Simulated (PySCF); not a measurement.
**Spin-rotation constants: `C/C=C\O[Si@H](C)SC`, C5H12OSSi**

Geometry (Å), atoms numbered from 1 in this order:
```xyz
20

C    -3.263    1.245    0.361
C    -3.024   -0.056   -0.329
C    -1.829   -0.507   -0.679
O    -0.691    0.194   -0.452
Si    0.854   -0.274   -0.517
C     1.253   -1.659    0.724
S     1.839    1.559   -0.032
C     3.550    0.941   -0.017
H    -2.329    1.790    0.471
H    -3.692    1.071    1.348
H    -3.967    1.851   -0.206
H    -3.888   -0.665   -0.549
H    -1.695   -1.462   -1.171
H     1.239   -0.682   -1.872
H     1.081   -1.325    1.746
H     2.285   -1.988    0.655
H     0.622   -2.527    0.554
H     3.687    0.268    0.823
H     3.764    0.431   -0.950
H     4.199    1.804    0.091
```

Computed, not measured: PySCF 2.14.0, GIAO PBE/pcSseg-1 magnetisability, rotational g tensor and spin-rotation constants, non-relativistic, gas phase. Geometry: GFN2-xTB.

Question: Give the nuclear spin-rotation constants along the inertial axes (H = +C I·J) beside the isotropic shieldings.

Answer: Rotational constants 2.6500, 0.6994, 0.5988 GHz. A star marks the isotopologue with that one atom substituted, in its own axes.
```
atom  isotope  Caa (kHz)  Cbb (kHz)  Ccc (kHz)  mean (kHz)  σ (ppm)
  H9       1H      0.014     -0.047     -0.063      -0.032     29.0
 H10       1H     -0.230     -0.076      0.002      -0.101     30.2
 H11       1H     -0.148     -0.040     -0.047      -0.078     30.2
 H12       1H      0.119     -0.046     -0.066       0.002     26.7
 H13       1H     -0.244      0.037     -0.041      -0.083     25.2
 H14       1H     -0.177     -0.052      0.021      -0.070     25.6
 H15       1H     -0.323     -0.073      0.003      -0.131     31.4
 H16       1H     -0.019     -0.067     -0.072      -0.052     31.4
 H17       1H     -0.172     -0.024     -0.071      -0.089     31.1
 H18       1H     -0.285     -0.040     -0.017      -0.114     29.8
 H19       1H     -0.273     -0.055     -0.008      -0.112     29.9
 H20       1H     -0.128     -0.024     -0.066      -0.073     29.7
  C1     13C*      0.439      0.091      0.072       0.201    170.4
  C2     13C*      0.982      0.225      0.112       0.440     69.1
  C3     13C*      0.913      0.280      0.154       0.449     41.7
  O4     17O*     -0.602     -0.100     -0.051      -0.251    212.1
 Si5    29Si*     -1.648     -0.475     -0.417      -0.847    323.0
  C6     13C*      0.358      0.090      0.063       0.170    181.1
  S7     33S*      0.320      0.146      0.132       0.199    657.8
  C8     13C*      0.358      0.093      0.081       0.177    172.7
```
For the geometry as given, no vibrational averaging.

Question: How do the rotational constants and the g tensor change when H9, H10, H11, H12, H13, H14, H15, H16, H17, H18, H19, H20 are replaced by deuterium?

Answer: Constants 2.1613, 0.6006, 0.5160 GHz; g -0.0191, -0.0039, -0.0023, against -0.0234, -0.0045, -0.0026 before.
